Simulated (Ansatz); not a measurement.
Computed with Ansatz on PBE0-D4/def2-TZVP structures; ΔE is electronic, products minus reactants. CBS: MP2 limit from def2 TZ/QZ plus the TZ coupled-cluster correction, frozen cores. This one scheme is used for every species. DFT in def2-TZVPP. B3LYP here is the variant with VWN-RPA as its local correlation; programs differ in this. Each species was taken in one conformer, which may not be the lowest.

Consider the cleavage of the Al–Si bond: `[OH][AlH][SiH2]O` + `N[SiH3]` → `[OH][AlH][NH][SiH3]` + silanol.

`[OH][AlH][SiH2]O`:

Z-matrix (Å, degrees):
```
Si
Al 1 2.472
O 1 1.665 2 112.2
H 1 1.497 2 111.7 3 124.4
H 1 1.490 2 111.2 3 -116.9
O 2 1.701 1 118.2 3 8.0
H 2 1.584 1 126.4 3 -171.7
H 3 0.958 1 116.9 2 72.5
H 6 0.956 2 122.4 1 3.9
```

`N[SiH3]`:

```xyz
7

N    -0.269    1.024   -0.126
Si    0.164   -0.610    0.188
H    -1.192    1.238   -0.469
H     0.411    1.652   -0.523
H    -0.912   -1.218    1.012
H     0.348   -1.480   -1.013
H     1.450   -0.607    0.932
```

`[OH][AlH][NH][SiH3]`:

Cartesian coordinates in Å:
```
O -0.899 1.840 0.915
Al -0.057 1.433 -0.496
N 0.426 -0.265 -0.689
Si 0.184 -1.631 0.341
H -1.204 2.722 1.114
H 0.298 2.493 -1.611
H 0.928 -0.472 -1.543
H -0.556 -1.174 1.542
H 1.476 -2.241 0.765
H -0.598 -2.704 -0.337
```

`O[SiH3]`:

Z-matrix (Å, degrees):
```
Si
O 1 1.648
H 1 1.489 2 111.7
H 1 1.489 2 111.7 3 120.9
H 1 1.481 2 105.9 3 -119.6
H 2 0.957 1 117.9 3 -60.5
```

CCSD(T)/CBS gives -118.1 kJ/mol.

Q: Another level gave -90.6 kJ/mol. Which?
A. B3LYP-D4/def2-TZVPP
B. BHLYP/def2-TZVPP
C. MP2/def2-TZVPP
D. revPBE/def2-TZVPP

A: D. revPBE -90.6, MP2/def2-TZVPP -129.7, BHLYP -121.5, B3LYP-D4 -115.3 kJ/mol.

Largest T1 diagnostic among the species: 0.013.

From BLYP to BHLYP (50 % exact exchange), in def2-TZVPP and without D4, ΔE moves by −14.7 kJ/mol. At CCSD(T), def2-SVP lies −9.5 kJ/mol from the extrapolated value and def2-TZVPP −2.0 kJ/mol. Leaving LDA and LC-ωPBE aside and taking each functional with its dispersion term where it has one, the values, not all of them listed here, spread over 28.6 kJ/mol, from BHLYP-D4 to PBE-D4. LDA lies −5.8 kJ/mol from PBE without D4.
